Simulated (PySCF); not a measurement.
Labels have come off several samples. The candidates:

A. SMILES O=C(Cl)c1cc(C2CC2)co1
B. SMILES COC1C=CCC=C1
C. `C/C=C(C)/C=C\C(=O)O`

Spectrum 1. 1H NMR (500 MHz, computed): δ 6.34 (m, 2H), 6.10 (m, 2H), 4.14 (m, 1H), 3.64 (s, 3H), 2.74 (m, 1H), 2.70 (m, 1H). 13C{1H} NMR (computed): δ 136.0 (CH), 131.4 (CH), 76.6 (CH), 58.8 (CH3), 31.3 (CH2).

Spectrum 2. 1H NMR (500 MHz, computed): δ 7.75 (m, 1H), 7.17 (m, 1H), 1.66 (m, 1H), 1.20 (m, 2H), 0.53 (m, 2H). 13C{1H} NMR (computed): δ 163.9 (C), 150.4 (C), 146.6 (CH), 142.9 (C), 131.0 (CH), 16.0 (CH2), 10.1 (CH).

Spectrum 3. 1H NMR (500 MHz, computed): δ 6.76 (d, 1H), 6.21 (br s, 1H), 6.19 (q, 1H), 5.78 (d, 1H), 1.99 (s, 3H), 1.91 (d, 3H). 13C{1H} NMR (computed): δ 173.9 (C), 152.0 (CH), 145.0 (C), 142.5 (CH), 121.7 (CH), 18.8 (CH3), 16.8 (CH3).

PySCF 2.14.0 with density-fitted response routines calculation with shielding tensors at PBE0/pcSseg-1 (GIAO) and coordinates at the GFN2-xTB level; equivalent nuclei averaged, gas phase, one computed conformer, no relativistic terms.

Chemical shifts δ = σref − σ; 1H (σref 31.72), 13C (σref 186.93) vs TMS, all at this level. Where no couplings were computed, multiplicities follow the n + 1 count of equivalent neighbours, and m marks all less simple cases (inequivalent or close neighbours, rings, F or P nearby). Acid and N–H amide carbonyl carbons lie up to 10 ppm further downfield in solution (hydrogen bonding). Shifts are as computed. Against solution values, carbons near 30 ppm lie about +3 ppm off and those near 130 ppm about +5 ppm; carbons on Cl a further +6 ppm. Of 1211 compounds with measured shifts, 218 miss one by over three times the rms of a fit or turn the order of signals round; such compounds aren't used in these exercises. Carbons bonded to Cl come out too deshielded. OH and NH positions are gas-phase values without hydrogen bonding to other molecules.

**Question.** Which spectrum belongs to which compound?

**Answer.** 1–B, 2–A, 3–C.

- Spectrum 1 (B): 5 13C signals; δC 136.0 is an alkene CH; δC 131.4 is an alkene CH.
- Spectrum 2 (A): 7 13C signals; δC 131.0 is an aromatic CH; δC 16.0 is a three-membered-ring carbon.
- Spectrum 3 (C): 7 13C signals; δC 173.9 is a carboxylic acid carbon; δC 152.0 is a β carbon of a C=C–C=O unit.
